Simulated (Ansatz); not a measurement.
This geometry of CH5GeNOS (10 atoms, charge 0, multiplicity 1) is a first-order saddle point.

The calculation used RKS PBE0-D4/def2-mTZVP in Ansatz 0.2.0.

```xyz
10
Properties=species:S:1:pos:R:3
O -0.551 -1.480 0.861
C 0.026 -0.433 1.026
S 0.660 0.073 2.654
N 0.277 0.488 0.064
Ge -0.243 0.278 -1.722
H 0.218 -1.053 3.249
H 0.771 1.322 0.351
H 1.037 0.345 -2.568
H -1.152 1.469 -2.062
H -0.959 -1.059 -1.850
```

**Question.** Which two structures does it join? (They come from a converged band through this point; their orientation in space is the band's.)

**Answer.** No bond is made or broken. The dihedral C2–N4–Ge5–H10 goes from 62 to -61°. The two ends are copies of one structure, up to a mirror image or an exchange of like atoms.

First end point:

```xyz
10
Properties=species:S:1:pos:R:3
O 0.440 -1.561 0.498
C 0.310 -0.439 0.933
S 0.621 -0.019 2.667
N -0.078 0.611 0.177
Ge -0.429 0.308 -1.636
H 0.951 -1.287 2.983
H -0.165 1.519 0.610
H 0.847 -0.193 -2.315
H -0.831 1.699 -2.152
H -1.583 -0.689 -1.761
```

Last end point:

```xyz
10
Properties=species:S:1:pos:R:3
O -1.259 -0.682 0.888
C -0.160 -0.196 1.041
S 0.611 -0.015 2.669
N 0.598 0.262 0.022
Ge -0.091 0.133 -1.713
H -0.443 -0.566 3.304
H 1.504 0.658 0.226
H 1.024 0.738 -2.580
H -1.378 0.957 -1.803
H -0.323 -1.342 -2.051
```

**Question.** How far does it lie above each of them?

**Answer.** 0.086 eV above the first and 0.086 eV above the second. This is the barrier of this one path; another mechanism may lie lower.

Run time: 2.8 min on 2 threads of Arm Neoverse V1, on a shared host, peak memory 0.35 GiB.
